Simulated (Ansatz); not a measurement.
`[CH3][SnH]([CH3])[SiH3]` + H₂ → `[CH3][SnH2][CH3]` + SiH₄  (hydrogenolysis of the Sn–Si bond)

Gas-phase electronic energies from Ansatz, PBE0-D4/def2-TZVP geometries. CCSD(T)/CBS adds triple-zeta CCSD(T) − MP2 to the extrapolated MP2 energy (def2 sets, frozen cores). This one scheme is used for every species. def2 core potentials past Kr. For Sn outer-core shells are correlated without core-valence functions, which leaves a few kJ/mol of doubt a bond.

`[CH3][SnH]([CH3])[SiH3]`:

Cartesian coordinates in Å:
```
C 0.145 1.709 -1.214
Sn -0.372 0.340 0.357
C 1.344 0.049 1.615
Si -1.164 -1.898 -0.621
H 0.945 1.289 -1.825
H 0.487 2.651 -0.784
H -0.719 1.904 -1.848
H -1.629 1.036 1.298
H 1.675 1.008 2.015
H 2.157 -0.394 1.039
H 1.098 -0.614 2.446
H -1.527 -2.856 0.458
H -0.085 -2.516 -1.441
H -2.354 -1.709 -1.496
```

H₂:

```xyz
2

H    -0.316   -0.177    0.089
H     0.316    0.177   -0.089
```

`[CH3][SnH2][CH3]`:

Cartesian coordinates in Å:
```
C 1.203 -1.332 0.116
Sn 0.422 0.596 -0.397
C -1.609 0.759 0.266
H 2.236 -1.424 -0.219
H 0.609 -2.114 -0.358
H 1.170 -1.471 1.197
H 0.491 0.811 -2.097
H 1.370 1.817 0.343
H -2.218 -0.013 -0.205
H -1.658 0.634 1.348
H -2.016 1.736 0.006
```

SiH₄:

Z-matrix (Å, degrees):
```
Si
H 1 1.485
H 1 1.485 2 109.5
H 1 1.485 2 109.5 3 -120.0
H 1 1.485 2 109.5 3 120.0
```

```
                  species  CCSD(T)/CBS(def2) energy (Eh)
`[CH3][SnH]([CH3])[SiH3]`                     -585.22777
                       H₂                       -1.17544
       `[CH3][SnH2][CH3]`                     -294.93634
                     SiH₄                     -291.46306
```

Question: Work out ΔE.

Answer: ΔE = (-294.93634) + (-291.46306) − (-585.22777) − (-1.17544) = 0.00381 Eh = +2.4 kcal/mol.

Largest T1 diagnostic among the species: 0.011.

From PBE to PBE0 (25 % exact exchange), in def2-TZVPP and without D4, ΔE moves by −1.1 kcal/mol. In def2-TZVPP, CCSD(T) changes the Hartree–Fock value by +6.7 kcal/mol (the triples alone add +1.2 kcal/mol) and MP2 by +8.2 kcal/mol.
